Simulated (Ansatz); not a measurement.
Geometry optimisation, RKS PBE0-D4/def2-SVP (Ansatz 0.2.0).

input.yaml

```yaml
crystal:
  periodic: [false, false, false]
  atoms:
    - { symbol: Ga, position_ang: [-0.50838, 0.334882, -1.052587] }
    - { symbol: F, position_ang: [-0.738089, -1.954307, 0.998505] }
    - { symbol: Cl, position_ang: [0.04112, -0.661459, -2.866967] }
    - { symbol: Cl, position_ang: [-2.47908, 1.172967, -1.017329] }
    - { symbol: H, position_ang: [-0.135685, -1.39889, 1.394562] }
    - { symbol: C, position_ang: [0.764316, 0.574662, 0.432277] }
    - { symbol: H, position_ang: [0.232491, 0.730057, 1.382111] }
    - { symbol: H, position_ang: [1.457934, -0.276466, 0.490516] }
    - { symbol: H, position_ang: [1.365374, 1.478654, 0.238911] }
basis:
  gaussian: { orbitals: def2-SVP }
hamiltonian:
  xc: pbe0
  dispersion: d4
relax:
  f_tol: 0.03
  max_steps: 50
```

Launched with:

```bash
$ ansatz run input.yaml --threads 2 --pin off --max-ram 3072MiB --backend cpu --events-out ev --progress --plain --runs-dir out
```

Question: Where does it end, and by what steps?

Answer: The run converged. After 7 steps the energy has fallen by 0.246 eV; F2 moved furthest, 0.69 Å.

| step | energy less start (eV) | largest force component (eV/Å) | accepted |
| --- | --- | --- | --- |
| 0 | 0.0000 | 0.570 | yes |
| 1 | -0.0468 | 1.028 | yes |
| 2 | -0.1277 | 1.031 | yes |
| 3 | -0.2107 | 0.365 | yes |
| 4 | -0.2368 | 0.173 | yes |
| 5 | -0.2437 | 0.224 | yes |
| 6 | -0.2449 | 0.068 | yes |
| 7 | -0.2462 | 0.030 | yes |

```xyz
9
Properties=species:S:1:pos:R:3
Ga -0.476 0.131 -0.802
F -0.984 -1.718 0.404
Cl 0.046 -0.890 -2.625
Cl -2.452 0.991 -0.782
H -0.511 -1.713 1.204
C 0.888 0.701 0.473
H 0.454 0.921 1.460
H 1.685 -0.051 0.570
H 1.350 1.628 0.100
```

Whether the end is a true minimum wasn't checked by a vibrational analysis.

The run took 30 s on 2 threads of Arm Neoverse V2, with other jobs on the host, peak memory 0.3 GiB.
